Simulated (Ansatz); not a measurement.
Start from `C[SiH](S)C=O` and change one atom or group to get `C[Si](S)(Cl)C=O`.

Ansatz, PBE0-D4/def2-TZVP geometries, multiplicity 1. Each molecule was computed in one conformer, which needn't be the lowest.

```
                                          property  `C[SiH](S)C=O`
    size of the dipole moment (PBE/def2-TZVPP) / D            1.16
                 HOMO energy (PBE/def2-TZVPP) / eV           -5.48
                HOMO energy (PBE0/def2-TZVPP) / eV           -6.91
           HOMO–LUMO gap (ωB97M-V/def2-TZVPP) / eV            9.73
             LUMO energy (ωB97M-V/def2-TZVPP) / eV            0.56
size of the dipole moment (ωB97M-V/def2-TZVPP) / D            1.26
```

(1) What does the change do to each property? (Best estimate.)

## Answers

(1) Computed: 
| property | `C[Si](S)(Cl)C=O` | shift |
| --- | --- | --- |
| size of the dipole moment (PBE/def2-TZVPP) / D | 1.23 | 0.07 |
| HOMO energy (PBE/def2-TZVPP) / eV | -5.64 | -0.16 |
| HOMO energy (PBE0/def2-TZVPP) / eV | -7.08 | -0.17 |
| HOMO–LUMO gap (ωB97M-V/def2-TZVPP) / eV | 9.73 | 0.00 |
| LUMO energy (ωB97M-V/def2-TZVPP) / eV | 0.40 | -0.16 |
| size of the dipole moment (ωB97M-V/def2-TZVPP) / D | 1.19 | -0.07 |

Dipoles are sizes alone; their direction can turn.
